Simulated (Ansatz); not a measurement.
Match the barriers

Saddle point of GaH4BrO2, closed shell (GaH₂BrO₂ ([OH][Ga]([OH])[Br]) + H₂ → GaH₃O₂ ([OH][GaH][OH]) + HBr; bonds formed: Ga1–H6, Br2–H5; bonds broken: Ga1–Br2, H5–H6), PBE0-D4/def2-TZVP structure:

```csv
atom,x (Å),y (Å),z (Å)
Ga1,-0.4130,0.0219,0.0918
Br2,2.1346,-0.7823,-0.3018
O3,-1.4809,-0.7763,-1.0709
O4,-0.7861,-0.0346,1.8199
H5,1.3451,0.6460,-0.4862
H6,0.4488,1.3608,-0.4601
H7,-1.1485,-0.7722,-1.9709
H8,-0.1000,0.3365,2.3780
```

Program: Ansatz 0.2.0. Basis: def2-TZVPP, with def2-QZVPP for the basis limit. Cores are frozen in the correlated methods. Filled d shells of the heavier atoms are correlated. The def2 sets are not built for correlating such inner shells, so the correlated values are less sure here. Extrapolation: Hartree–Fock as exp(−7.88 √X), correlation as X^−2.97. Four methods, as single points on the PBE0-D4 structures, gave these electronic barriers from the start structure: 31.00, 34.13, 40.33, 49.33 kcal/mol.

(1) The methods were, in alphabetical order, BHLYP-D4, HF, PBE-D4, PBE0-D4. Which gave which? (A judgement: the text doesn't fix the answer.)

The T1 diagnostic stays at or below 0.013.

Results:

(1) Computed: PBE-D4 31.00; PBE0-D4 34.13; BHLYP-D4 40.33; HF 49.33 kcal/mol. For comparison, CCSD(T) at an estimated basis limit (MP2 extrapolated from triple and quadruple zeta, plus CCSD(T) − MP2 in triple zeta) gives 38.63 kcal/mol.

Labels in which every atom is bracketed show which atoms are joined, not bond orders.

For scale, one of the runs: CCSD(T)/def2-TZVPP, 214 basis functions, launched by `ansatz run in.yaml --threads 8 --pin off --events-out ev --progress --plain --max-ram 19148MiB`. The run took 30 s on 8 CPU threads of an AMD EPYC 9R45 (shared host), with 3.4 GiB of host memory at its peak.
